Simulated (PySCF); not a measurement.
C4H4N, SMILES [c]1cc[nH]c1, doublet at its PBE0/def2-SVP optimised geometry (Å):

```
9

C      0.6234     1.1277     0.0000
C      1.1105    -0.1526    -0.0002
N      0.0019    -0.9643    -0.0008
C     -1.1370    -0.2118     0.0002
C     -0.7842     1.1277     0.0000
H      2.1208    -0.5533    -0.0001
H      0.0241    -1.9748    -0.0009
H     -2.1208    -0.6777     0.0003
H     -1.4666     1.9748     0.0000
```

Method: unrestricted PBE0/def2-TZVP (PySCF 2.14.0).

Map of the electrostatic potential (hartree/e) on the plane z = 1.5 Å:

```
|++++++++++===================|
|+++++++++=======-----========|
|+++++++++=====--------=======|
|+++++++++====----------======|
|+++++++++===---::::-----=====|
|+++++++++==--::::::::---=====|
|++++++++===-:::....:::---====|
|+++++++===-::.......::---====|
|++++++===-::..  .....:---====|
|+++++===-::..    ....:--=====|
|+++++==-::...       .:--====+|
|+++++==-:.          .:--===++|
|+++++==-:.          .:-==++++|
|++++++=-:.. ....   .:-==+++++|
|****++==-:::::::.:::--=++++++|
|*****++==----::::---==++****+|
|*******+===-------===+*******|
|********++===---===++********|
|****##***++++===++++*********|
|***#####*************####****|
|***###########%%#########****|
|***#######%%%@@@%%%######****|
|***######%%%@@@@@@%%#####****|
|***#####%%%@@@@@@@%%%####****|
|****#####%%%@@@@@@%%#####****|
|****#####%%%@@@@@%%%#####****|
|****######%%%%%%%%%%####*****|
|*****######%%%%%%%######*****|
|*****#######%%%%%######******|
```
Scale: ten equal steps from -0.039 (start of ' ') to 0.030 (end of '@'), in the order ' .:-=+*#%@'; x runs from -4.50 to 4.50, y from -4.50 (bottom) to 4.50 (top).
